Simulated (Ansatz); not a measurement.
Relaxation of BClH3NO (7 atoms, charge 0, multiplicity 1), to a largest force component of 0.02 eV/Å in at most 40 steps.

These are results of RKS B3LYP/def2-SVP (Ansatz), not measurements.

```xyz
7
Properties=species:S:1:pos:R:3
B 0.000 0.000 0.000
Cl 0.000 0.000 1.860
N 1.342 0.000 -0.775
H 1.809 -0.918 -1.027
H 1.794 0.918 -1.053
O -1.221 0.000 -0.705
H -1.731 -0.847 -0.496
```

Task: Where does it end, and by what steps?

Result: The forces met the threshold. After 9 steps the energy has fallen by 1.763 eV; H4 moved furthest, 0.95 Å.

```
step  energy less start (eV)  largest force component (eV/Å)  accepted
   0                  0.0000                           2.020       yes
   1                 -0.5308                           2.364       yes
   2                 -0.7722                           2.430       yes
   3                 -1.0596                           1.572       yes
   4                 -1.3292                           1.268       yes
   5                 -1.5524                           0.970       yes
   6                 -1.7287                           0.335       yes
   7                 -1.7624                           0.067       yes
   8                 -1.7627                           0.061       yes
   9                 -1.7629                           0.005       yes
```

```xyz
7
Properties=species:S:1:pos:R:3
B 0.060 -0.105 -0.106
Cl -0.135 0.526 1.574
N 1.301 0.014 -0.740
H 1.451 -0.326 -1.682
H 2.107 0.441 -0.304
O -0.995 -0.687 -0.739
H -1.795 -0.711 -0.201
```

Whether the end is a true minimum wasn't checked by a vibrational analysis.

The run took 32 s on 1 thread of Arm Neoverse V1, with other jobs on the host, peak memory 0.14 GiB.
